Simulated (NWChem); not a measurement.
Program: NWChem. System: BN, charge 0, spin multiplicity 3, at a geometry optimised with UPBE0/def2-SVP. The structure started from a generated list of species. Its SCF solution wasn't tested for a lower state. Level: UB3LYP/cc-pVDZ, VWN1-RPA local correlation.

The NWChem input:

```
start mol
memory heap 200 mb stack 900 mb global 1100 mb
geometry units angstroms nocenter noautoz
  B      0.000000     0.000000     0.768245
  N      0.000000     0.000000    -0.548746
  symmetry group C2v
end
basis spherical
  * library cc-pvdz
end
dft
  xc b3lyp
  odft
  mult 3
  semidirect memsize 60000000 filesize 0
  iterations 100
end
task dft energy
```

Part of the output:

```
             Northwest Computational Chemistry Package (NWChem) 7.3.0
             --------------------------------------------------------

                                NWChem Input Module
                                -------------------

 Scaling coordinates for geometry "geometry" by  1.889725989
 (inverse scale =  0.529177249)

 Turning off AUTOSYM since
 SYMMETRY directive was detected!

                             Geometry "geometry" -> ""
                             -------------------------

 Output coordinates in angstroms (scale by  1.889725989 to convert to a.u.)

  No.       Tag          Charge          X              Y              Z
 ---- ---------------- ---------- -------------- -------------- --------------
    1 B                    5.0000     0.00000000     0.00000000     0.76824500
    2 N                    7.0000     0.00000000     0.00000000    -0.54874600

 Effective nuclear repulsion energy (a.u.)      14.0632728052

            Nuclear Dipole moment (a.u.)
            ----------------------------
        X                 Y               Z
 ---------------- ---------------- ----------------
     0.0000000000     0.0000000000     0.0000056692

      Symmetry information
      --------------------

 Group name             C2v
 Group number             16
 Group order               4
 No. of unique centers     2

      Symmetry unique atoms

     1    2


 Summary of "ao basis" -> "" (spherical)
 ------------------------------------------------------------------------------
       Tag                 Description            Shells   Functions and Types
 ---------------- ------------------------------  ------  ---------------------
 *                          cc-pvdz                   on all atoms

                                 NWChem DFT Module
                                 -----------------

 Summary of "ao basis" -> "ao basis" (spherical)
 ------------------------------------------------------------------------------
       Tag                 Description            Shells   Functions and Types
 ---------------- ------------------------------  ------  ---------------------
[...]
    22      0.322515  2 N  py                 8      0.172602  1 B  py
    11     -0.053138  1 B  d -1              25      0.025763  2 N  d -1

 Vector    6  Occ=0.000000D+00  E=-2.007000D-01  Symmetry=b1
              MO Center= -7.2D-15, -1.2D-16, -5.4D-02, r^2= 1.4D+00
   Bfn.  Coefficient  Atom+Function         Bfn.  Coefficient  Atom+Function
  ----- ------------  ---------------      ----- ------------  ---------------
    18      0.449590  2 N  px                 4      0.363130  1 B  px
    21      0.310344  2 N  px                 7      0.239554  1 B  px
    13      0.049464  1 B  d  1

 Vector    7  Occ=0.000000D+00  E=-1.632322D-01  Symmetry=a1
              MO Center=  6.9D-15,  1.5D-15,  1.1D+00, r^2= 1.6D+00
   Bfn.  Coefficient  Atom+Function         Bfn.  Coefficient  Atom+Function
  ----- ------------  ---------------      ----- ------------  ---------------
     3      0.650283  1 B  s                  6      0.418219  1 B  pz
    20     -0.276699  2 N  pz                 2      0.191973  1 B  s
     9      0.183495  1 B  pz                23     -0.174522  2 N  pz
    12     -0.040325  1 B  d  0               1     -0.038153  1 B  s
    16     -0.036358  2 N  s

 Vector    8  Occ=0.000000D+00  E= 1.886595D-02  Symmetry=b2
              MO Center=  1.6D-14, -5.8D-14,  5.3D-01, r^2= 2.4D+00
   Bfn.  Coefficient  Atom+Function         Bfn.  Coefficient  Atom+Function
  ----- ------------  ---------------      ----- ------------  ---------------
     8      0.673523  1 B  py                 5      0.482707  1 B  py
    22     -0.481468  2 N  py                19     -0.396424  2 N  py

   alpha - beta orbital overlaps
   -----------------------------

   alpha      1      2      3      4      5      6      7      8      9     10
    beta      1      2      3      4      6      5      7      9      8     10
 overlap   1.000  1.000  1.000  0.967  0.990  1.000  0.961  0.986  0.998  0.999

   alpha     11     12     13     14     15     16     17     18     19     20
    beta     12     11     13     14     17     16     15     19     18     21
 overlap   0.995  0.999  0.989  0.991  0.931  1.000  0.932  0.992  0.965  0.994

   alpha     21     22     23     24     25     26     27     28
    beta     20     22     23     24     25     27     26     28
 overlap   0.965  0.999  0.999  1.000  0.999  1.000  1.000  0.999

     --------------------------
     Expectation value of S2:
     --------------------------
      <S2> =      2.0026 (Exact =     2.0000)

 center of mass
 --------------
 x =   0.00000000 y =   0.00000000 z =   0.05845571

 moments of inertia (a.u.)
 ------------------
          38.176106035717           0.000000000000           0.000000000000
           0.000000000000          38.176106035717           0.000000000000
           0.000000000000           0.000000000000           0.000000000000

     Multipole analysis of the density
     ---------------------------------

     L   x y z        total         alpha         beta         nuclear
     -   - - -        -----         -----         ----         -------
     0   0 0 0     -0.000000     -7.000000     -5.000000     12.000000

     1   1 0 0      0.000000      0.000000     -0.000000      0.000000
     1   0 1 0     -0.000000     -0.000000     -0.000000      0.000000
     1   0 0 1      0.683148     -0.501942      1.185084      0.000006

     2   2 0 0     -7.432478     -5.250336     -2.182142      0.000000
     2   1 1 0      0.000000      0.000000     -0.000000      0.000000
     2   1 0 1     -0.000000     -0.000000      0.000000      0.000000
     2   0 2 0     -8.863379     -5.284103     -3.579276      0.000000
     2   0 1 1      0.000000      0.000000      0.000000      0.000000
     2   0 0 2     -8.681230    -17.437807     -9.308927     18.065504

 Task  times  cpu:        0.2s     wall:        0.2s

 Total times  cpu:        0.2s     wall:        0.2s
```
